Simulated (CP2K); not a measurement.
# Worked example: ideal-gas entropy of C2H5OSi (SMILES C=C[SiH]O)

A doublet with charge 0, relaxed at PDG (CP2K 2026.2):

```xyz
9

C     5.4000    7.6920    4.9297
C     5.9160    6.4294    4.9403
Si    5.6130    5.3409    6.1242
O     4.6998    5.6375    7.3763
H     5.5924    8.4251    4.1519
H     4.7450    8.0869    5.7007
H     6.5677    6.1554    4.0922
H     6.1721    4.0575    6.0933
H     4.2911    6.4964    7.4554
```

Harmonic wavenumbers in cm⁻¹: 110, 187, 238, 349, 427, 430, 694, 823, 863, 898, 937, 1037, 1102, 1180, 1297, 1498, 2112, 2968, 3060, 3091, 3775.

Masses in u: C 12.011, Si 28.085, O 15.999, H 1.008. Take T = 298.15 K, p = 1 bar, R = 8.3145 J/(mol K), kT/hc = 207.22 cm⁻¹, rigid rotor and harmonic oscillator.

Problem. Compute the standard molar entropy.

Solution. 
1. Translation (Sackur–Tetrode): S = R[3/2 ln M + 5/2 ln T − 1.1517] with M = 73.146 gives 162.4 J/(mol K).
2. Rotation: principal moments 36.366, 111.880, 148.246 u Å² give A, B, C = 0.4636, 0.1507, 0.1137 cm⁻¹; the symmetry number is σ = 1; q = (√π/σ)√((kT/hc)³/ABC) = 59322; S = R(ln q + 3/2) = 103.9.
3. Vibration: with u = ν̃/207.22, each mode gives R[u/(eᵘ − 1) − ln(1 − e⁻ᵘ)]; the sum is 47.7, most from 110 cm⁻¹ (13.7), 187 cm⁻¹ (9.4), 238 cm⁻¹ (7.6).
4. Spin: R ln 2 = 5.8.
5. Sum: 162.4 + 103.9 + 47.7 + 5.8 = 319.8 J/(mol K).

No measured value is set beside it here. Where a soft mode is a torsion, a harmonic oscillator describes it poorly. One conformer is counted; others would raise S.
